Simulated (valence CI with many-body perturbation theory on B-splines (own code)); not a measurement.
# E1 transitions of Sr23+

Method: configuration interaction combined with many-body perturbation theory (CI+MBPT): five valence electrons over a frozen Dirac-Fock core [Ne], a basis of 9 s, 9 p, 8 d, 6 f, 3 g, 1 h functions for each j, with the one-electron correlation potential Σ1, the two-electron term Σ2, the three-electron term Σ3, Breit, model QED; selected CI, second order for the rest (own B-spline code, finite nucleus).

No measured levels were compared; by estimate levels of excited configurations hold to 0.05 to 0.15 % of their energy, terms of the ground configuration to about 0.5 %. Among the levels kept, up to 470 cm⁻¹ of a level comes from second order outside the variational space, and about a tenth of that is noise between levels of different J, which matters for small intervals.

Lines 1 to 50 of 172 in falling wavelength, among levels below 1348500 cm⁻¹, chosen from the strongest by gf and those to the six lowest levels. Wavelengths and rates use the calculated energies, so an error of 400 cm⁻¹ moves a line at 42.29 nm by 0.17 % and its rate by three times that or more. Electric multipoles are in the length gauge, E1 and E2 with the static RPA response of the core. Weak lines are less certain than strong ones. Lines between different terms over intervals too small for the method are left out, as are lines whose strength nearly cancels. The highest levels of a list are the least certain.

Names give the largest LS component (configuration and term), which can be under half, so a name can repeat, a term be missing and a line seem to break the LS rules; names also repeat where a configuration has a term twice. Letters in brackets count levels of one name in rising energy.

| λ vac (nm) | Upper | Lower | A (s⁻¹) | log gf | Branch % |
| --- | --- | --- | --- | --- | --- |
| 42.29 | 3p⁵ ²P°_3/2 | 3s3p⁴ ²P_1/2 [b] | 2.37e+07 | -2.60 | 0.1 |
| 36.17 | 3s3p³3d ⁶D°_5/2 | 3s²3p²3d ⁴P_3/2 | 3.27e+07 | -2.41 | 2.4 |
| 33.79 | 3s3p³3d ⁶D°_7/2 | 3s²3p²3d ⁴P_5/2 | 8.13e+07 | -1.95 | 10.6 |
| 32.59 | 3s3p⁴ ⁴P_5/2 | 3s²3p³ ²P°_3/2 | 6.42e+06 | -3.21 | 0.1 |
| 30.13 | 3p⁵ ²P°_3/2 | 3s3p⁴ ²P_3/2 | 4.00e+08 | -1.66 | 1.7 |
| 27.62 | 3s3p³3d ⁶D°_5/2 | 3s²3p²3d ⁴D_5/2 | 2.98e+07 | -2.69 | 2.2 |
| 26.98 | 3s3p⁴ ⁴P_3/2 | 3s²3p³ ²P°_3/2 | 1.60e+08 | -2.16 | 1.8 |
| 26.76 | 3p⁵ ²P°_3/2 | 3s²3p²3d ²P_1/2 [a] | 6.34e+07 | -2.57 | 0.3 |
| 26.37 | 3s3p³3d ⁶D°_7/2 | 3s²3p²3d ⁴F_9/2 | 2.10e+07 | -2.76 | 2.7 |
| 25.99 | 3s3p⁴ ⁴P_1/2 | 3s²3p³ ²P°_3/2 | 7.93e+07 | -2.79 | 0.8 |
| 25.95 | 3s3p³3d ⁶D°_1/2 | 3s²3p²3d ⁴D_3/2 | 1.01e+08 | -2.69 | 9.4 |
| 25.84 | 3s3p³3d ⁶D°_3/2 | 3s²3p²3d ⁴D_3/2 | 7.89e+07 | -2.50 | 5.0 |
| 25.45 | 3s3p³3d ⁶D°_9/2 | 3s²3p²3d ⁴F_9/2 | 2.71e+08 | -1.58 | 42.0 |
| 25.03 | 3s3p³3d ⁶D°_5/2 | 3s²3p²3d ²F_7/2 [a] | 4.14e+07 | -2.63 | 3.0 |
| 24.85 | 3s3p³3d ⁶D°_1/2 | 3s²3p²3d ⁴D_1/2 | 1.97e+08 | -2.44 | 18.3 |
| 24.79 | 3s3p³3d ⁶D°_7/2 | 3s²3p²3d ²F_7/2 [a] | 2.83e+07 | -2.68 | 3.7 |
| 24.05 | 3s3p³3d ⁶D°_7/2 | 3s²3p²3d ⁴F_7/2 | 2.89e+08 | -1.70 | 37.5 |
| 23.97 | 3s3p³3d ⁶D°_9/2 | 3s²3p²3d ²F_7/2 [a] | 1.49e+08 | -1.89 | 23.2 |
| 23.89 | 3p⁵ ²P°_3/2 | 3s²3p²3d ⁴D_3/2 | 3.37e+08 | -1.94 | 1.4 |
| 23.48 | 3s3p³3d ⁶D°_3/2 | 3s²3p²3d ²F_5/2 | 9.21e+07 | -2.52 | 5.8 |
| 23.40 | 3s3p³3d ⁶D°_5/2 | 3s²3p²3d ²F_5/2 | 1.75e+08 | -2.07 | 12.8 |
| 23.28 | 3s3p³3d ⁶D°_9/2 | 3s²3p²3d ⁴F_7/2 | 2.13e+08 | -1.76 | 33.1 |
| 23.18 | 3s3p³3d ⁶D°_7/2 | 3s²3p²3d ²F_5/2 | 3.01e+07 | -2.71 | 3.9 |
| 22.95 | 3p⁵ ²P°_3/2 | 3s²3p²3d ⁴D_1/2 | 8.62e+07 | -2.56 | 0.4 |
| 22.50 | 3s3p⁴ ⁴P_5/2 | 3s²3p³ ²D°_5/2 | 5.07e+08 | -1.64 | 9.7 |
| 22.34 | 3s3p⁴ ²D_3/2 | 3s²3p³ ²P°_3/2 | 4.11e+06 | -3.91 | 0.0 |
| 21.81 | 3s3p⁴ ⁴P_3/2 | 3s²3p³ ²P°_1/2 | 1.17e+07 | -3.48 | 0.1 |
| 21.64 | 3s3p³3d ⁶D°_3/2 | 3s3p⁴ ²P_1/2 [a] | 8.01e+07 | -2.65 | 5.1 |
| 21.40 | 3s3p³3d ⁶D°_3/2 | 3s²3p²3d ²P_3/2 [a] | 2.52e+08 | -2.16 | 15.9 |
| 21.39 | 3s3p³3d ⁶D°_5/2 | 3s²3p²3d ⁴F_5/2 | 1.26e+08 | -2.29 | 9.2 |
| 21.33 | 3s3p³3d ⁶D°_5/2 | 3s²3p²3d ²P_3/2 [a] | 4.59e+07 | -2.73 | 3.4 |
| 21.21 | 3s3p³3d ⁶D°_7/2 | 3s²3p²3d ⁴F_5/2 | 1.39e+08 | -2.13 | 18.0 |
| 21.16 | 3s3p⁴ ⁴P_1/2 | 3s²3p³ ²P°_1/2 | 9.30e+08 | -1.90 | 9.3 |
| 20.88 | 3s3p⁴ ⁴P_5/2 | 3s²3p³ ²D°_3/2 | 1.16e+09 | -1.34 | 22.2 |
| 20.66 | 3s3p⁴ ²D_5/2 | 3s²3p³ ²P°_3/2 | 1.55e+09 | -1.22 | 17.3 |
| 20.25 | 3p⁵ ²P°_3/2 | 3s3p⁴ ²P_1/2 [a] | 1.54e+09 | -1.42 | 6.4 |
| 20.10 | 3p⁵ ²P°_3/2 | 3s²3p²3d ⁴F_5/2 | 9.46e+07 | -2.64 | 0.4 |
| 20.04 | 3p⁵ ²P°_3/2 | 3s²3p²3d ²P_3/2 [a] | 3.41e+09 | -1.08 | 14.2 |
| 19.67 | 3s3p⁴ ⁴P_3/2 | 3s²3p³ ²D°_5/2 | 6.26e+08 | -1.84 | 7.0 |
| 19.51 | 3s²3p²3d ⁴F_3/2 | 3s²3p³ ²P°_3/2 | 1.86e+08 | -2.37 | 2.0 |
| 19.08 | 3s3p³3d ⁶D°_3/2 | 3s3p⁴ ²D_5/2 | 8.45e+07 | -2.73 | 5.3 |
| 18.67 | 3s3p⁴ ²D_3/2 | 3s²3p³ ²P°_1/2 | 1.89e+08 | -2.40 | 2.0 |
| 18.49 | 3s²3p²3d ²P_3/2 [a] | 3s²3p³ ²P°_3/2 | 7.37e+08 | -1.82 | 5.6 |
| 18.45 | 3s²3p²3d ⁴F_5/2 | 3s²3p³ ²P°_3/2 | 8.54e+07 | -2.58 | 1.2 |
| 18.43 | 3s3p⁴ ⁴P_3/2 | 3s²3p³ ²D°_3/2 | 4.64e+07 | -3.03 | 0.5 |
| 18.32 | 3s3p⁴ ²P_1/2 [a] | 3s²3p³ ²P°_3/2 | 3.38e+08 | -2.47 | 1.3 |
| 17.99 | 3p⁵ ²P°_3/2 | 3s3p⁴ ²D_5/2 | 9.14e+09 | -0.75 | 37.9 |
| 17.96 | 3s3p⁴ ⁴P_1/2 | 3s²3p³ ²D°_3/2 | 2.83e+08 | -2.56 | 2.8 |
| 17.36 | 3s3p⁴ ⁴P_5/2 | 3s²3p³ ⁴S°_3/2 | 3.56e+09 | -1.02 | 68.0 |
| 17.18 | 3s²3p²3d ²F_5/2 | 3s²3p³ ²P°_3/2 | 7.29e+06 | -3.71 | 0.6 |

Question: How does gf follow from A for the line at 20.25 nm?

Answer: gf = 1.4992 × (2J+1)_upper × A / σ², with σ = 493812 cm⁻¹ and 2J+1 = 4: gf = 0.0379.
